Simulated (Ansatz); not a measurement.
## Match the barriers

Saddle point of BHBrCl$_{2}$F, closed shell (BCl₂F ([F][B]([Cl])[Cl]) + HBr → BBrCl₂ ([Cl][B]([Cl])[Br]) + HF; bonds formed: B1–Br6, F2–H5; bonds broken: B1–F2, H5–Br6), PBE0-D4/def2-TZVP structure:

```
atom    x (Å)    y (Å)    z (Å)
  B1  -0.1487   0.2971  -0.3328
  F2   1.2574  -0.2219   0.0007
 Cl3  -0.6934  -0.3303  -1.8789
 Cl4  -0.2814   2.0100   0.0261
  H5   0.7477  -0.8146   0.8390
 Br6  -0.8815  -0.9403   1.3458
```

Ansatz 0.2.0; basis: def2-TZVPP, with def2-QZVPP for the basis limit; cores frozen in the correlated methods. Filled d shells of the heavier atoms are correlated. The def2 sets are not built for correlating such inner shells, so the correlated values are less sure here. Extrapolation: Hartree–Fock as exp(−7.88 √X), correlation as X^−2.97. Four methods, as single points on the PBE0-D4 structures, gave these electronic barriers from the start structure: 29.78, 32.10, 38.91, 52.96 kcal/mol.

Question: The methods were, in alphabetical order, BHLYP-D4, BLYP-D4, HF, PBE0-D4. Which gave which? (A judgement: the text doesn't fix the answer.)

Answer: The calculation gives: PBE0-D4 29.78; BLYP-D4 32.10; BHLYP-D4 38.91; HF 52.96 kcal/mol. For comparison, CCSD(T) at an estimated basis limit (MP2 extrapolated from triple and quadruple zeta, plus CCSD(T) − MP2 in triple zeta) gives 33.57 kcal/mol.

No T1 diagnostic of these runs exceeds 0.010.

Labels in which every atom is bracketed show which atoms are joined, not bond orders.

For scale, one of the runs: CCSD(T)/def2-TZVPP, 208 basis functions, launched by `ansatz run in.yaml --threads 4 --pin off --events-out ev --progress --plain --max-ram 9574MiB`. The run took 2.1 min on 4 CPU threads of an Arm Neoverse V1 (shared host), with 2.8 GiB of host memory at its peak.
